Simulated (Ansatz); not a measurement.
One change: `[CH3][InH][CH3]` becomes `[CH3][In]([CH3])[NH2]`.

Ansatz, PBE0-D4/def2-TZVP geometries, multiplicity 1. Each molecule was computed in one conformer, which needn't be the lowest.

Elements past krypton have def2 core potentials.

```
                             property  `[CH3][InH][CH3]`
  HOMO–LUMO gap (PBE/def2-TZVPP) / eV               4.11
 HOMO–LUMO gap (PBE0/def2-TZVPP) / eV               5.98
LUMO energy (ωB97M-V/def2-TZVPP) / eV               0.16
  LUMO energy (B3LYP/def2-TZVPP) / eV              -1.50
  HOMO energy (B3LYP/def2-TZVPP) / eV              -6.97
HOMO energy (ωB97M-V/def2-TZVPP) / eV              -9.36
```

Problem. Give the same properties after the change, and the shifts. (An estimate is asked.)

Solution. Ansatz gave: 
```json
{"property": "HOMO–LUMO gap (PBE/def2-TZVPP) / eV", "`[CH3][In]([CH3])[NH2]`": "4.21", "shift": "0.10"}
{"property": "HOMO–LUMO gap (PBE0/def2-TZVPP) / eV", "`[CH3][In]([CH3])[NH2]`": "6.22", "shift": "0.24"}
{"property": "LUMO energy (ωB97M-V/def2-TZVPP) / eV", "`[CH3][In]([CH3])[NH2]`": "0.95", "shift": "0.79"}
{"property": "LUMO energy (B3LYP/def2-TZVPP) / eV", "`[CH3][In]([CH3])[NH2]`": "-0.61", "shift": "0.89"}
{"property": "HOMO energy (B3LYP/def2-TZVPP) / eV", "`[CH3][In]([CH3])[NH2]`": "-6.33", "shift": "0.64"}
{"property": "HOMO energy (ωB97M-V/def2-TZVPP) / eV", "`[CH3][In]([CH3])[NH2]`": "-8.95", "shift": "0.41"}
```

With PBE0 the HOMO rises by 0.64 eV and the LUMO rises by 0.88 eV, so the gap widens by about 0.24 eV. PBE moves the HOMO by 0.80 eV and ωB97M-V by 0.41 eV.

B3LYP here is the variant with VWN-RPA as its local correlation; programs differ in this.
